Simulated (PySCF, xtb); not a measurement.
Al(Cl)(Br)(OH) (AlBrClHO), SMILES [Cl][Al]([Br])[OH].

GFN2-xTB run with xtb at its own geometry gives an orbital gap of 4.32 eV and a dipole moment of 4.60 D.

The structure is a stationary point at PBE0-D3(BJ)/def2-SVP. The values are those of a single conformer.

### Question
What does B3LYP/def2-TZVPD in PySCF give? (The exact figures need the calculation; the answer reports its results.)

### Answer
gap 6.95 eV (levels -8.58 and -1.63 eV), dipole 1.69 D.
